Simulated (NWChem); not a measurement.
C4H3NO; SMILES O=C1C=CC=N1

All runs: NWChem. Medium grid unless said otherwise, to which SCAN and Minnesota functionals are sensitive. The geometry was optimised at PBE0/def2-SVP. Total energies of different functionals are on different scales.

| level | energy (Ha) | highest occupied level (eV) | orbital gap (eV) | dipole (D) | relative time |
|---|---|---|---|---|---|
| B3LYP/def2-TZVP | -284.2645 | -7.70 | 4.17 | 4.58 | 1 |
| PW6B95/def2-TZVP | -284.6148 | -8.07 | 4.85 | 4.56 | 1 |
| CAM-B3LYP/def2-TZVP | -284.1298 | -9.39 | 7.23 | 4.72 | 20 |
| M06-2X/def2-TZVP | -284.1470 | -9.45 | 7.09 | 4.64 | 1 |

Relative times are rough (shared machine, one core).
